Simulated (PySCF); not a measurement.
PySCF 2.14 output of an unrestricted M06 calculation on a single atom or ion in x2c-TZVPPall with one added diffuse shell each of s, p, d, f type (12s8p8d5f2g, 129 functions), with the spin-free X2C one-electron Hamiltonian (Gaussian nucleus):

```
SCF conv_tol = 1e-09
number electrons alpha = 35  beta = 28
    Y. Zhao and D. G. Truhlar.,  Theor. Chem. Acc. 120, 215 (2008)
    Y. Zhao and D. G. Truhlar.,  Theor. Chem. Acc. 120, 215 (2008)
cycle= 1 E= -11707.9229405284  delta_E= -0.0191  |g|= 0.174  |ddm|= 0.759
cycle= 2 E= -11707.9207369679  delta_E= 0.0022  |g|= 0.241  |ddm|= 0.259
cycle= 3 E= -11707.9262024837  delta_E= -0.00547  |g|= 0.00567  |ddm|= 0.122
cycle= 4 E= -11707.9265359117  delta_E= -0.000333  |g|= 0.00684  |ddm|= 0.101
cycle= 5 E= -11707.9261991057  delta_E= 0.000337  |g|= 0.00406  |ddm|= 0.105
cycle= 6 E= -11707.9260341192  delta_E= 0.000165  |g|= 0.00204  |ddm|= 0.113
cycle= 7 E= -11707.9260286271  delta_E= 5.49e-06  |g|= 0.00181  |ddm|= 0.00928
cycle= 8 E= -11707.926020897  delta_E= 7.73e-06  |g|= 0.00139  |ddm|= 0.0177
cycle= 9 E= -11707.9260153849  delta_E= 5.51e-06  |g|= 0.000103  |ddm|= 0.0451
cycle= 10 E= -11707.9260151723  delta_E= 2.13e-07  |g|= 4.03e-05  |ddm|= 0.00552
cycle= 11 E= -11707.9260151722  delta_E= 4.37e-11  |g|= 4.91e-05  |ddm|= 0.000152
cycle= 12 E= -11707.9260151674  delta_E= 4.81e-09  |g|= 7.88e-06  |ddm|= 0.0012
cycle= 13 E= -11707.9260151676  delta_E= -1.51e-10  |g|= 8.44e-06  |ddm|= 4.74e-05
converged SCF energy = -11707.9260151676  <S^2> = 15.754689  2S+1 = 8.0011723
```

The run itself started from symmetry-adapted Hartree-Fock orbitals and held the occupation by maximum overlap, on a logarithmic radial grid, so the iterations belong to that start.

Which element, charge and spin multiplicity is this?

Tb²⁺ (terbium, charge +2), multiplicity 8; the state was [Xe] 4f8 6s1, high-spin 8F determinant (an excited configuration).

Spin-orbit coupling, absent here, splits the open shell strongly.
